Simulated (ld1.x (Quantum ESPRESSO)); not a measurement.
An all-electron radial function and its pseudo partner (Si (Z = 14))

Columns: radius, all-electron u(r) and pseudo u(r) of the 3s shell (level -18.98 eV) of silicon in the configuration [Ne] 3s2 3p1; PBE, non-relativistic, TM scheme, ld1.x (Quantum ESPRESSO) 7.5.

```tsv
r (bohr)	all-electron	pseudo
0.105	0.1191	0.0411
0.210	-0.1600	0.0815
0.315	-0.3294	0.1206
0.420	-0.3495	0.1583
0.525	-0.2676	0.1952
0.630	-0.1324	0.2332
0.735	0.0223	0.2755
0.840	0.1755	0.3259
0.945	0.3154	0.3879
1.050	0.4364	0.4614
1.155	0.5364	0.5411
1.260	0.6159	0.6161
1.365	0.6764	0.6764
1.470	0.7197	0.7197
1.575	0.7472	0.7472
1.680	0.7611	0.7611
1.785	0.7633	0.7633
1.890	0.7557	0.7557
1.995	0.7400	0.7400
2.100	0.7181	0.7181
2.205	0.6913	0.6913
2.310	0.6610	0.6610
2.415	0.6282	0.6282
2.520	0.5939	0.5939
2.625	0.5589	0.5589
2.730	0.5238	0.5238
```

How many radial nodes do the two functions have?

The all-electron 3s function has n − l − 1 = 2; the pseudo-wave has 0, since the states of the same l below it are removed with the core.

At about which radius was the pseudo-wave matched?

1.35 bohr, where the columns begin to agree (steps of 0.10 bohr).

Where does each function peak?

Outermost all-electron maximum near 1.78 bohr, pseudo maximum near 1.78 bohr (to the table’s step).

Is the pseudo-wave norm-conserving?

Yes: the TM scheme keeps the norm inside the radius equal to the all-electron one, which fixes the energy derivative of the logarithmic derivative at the level.
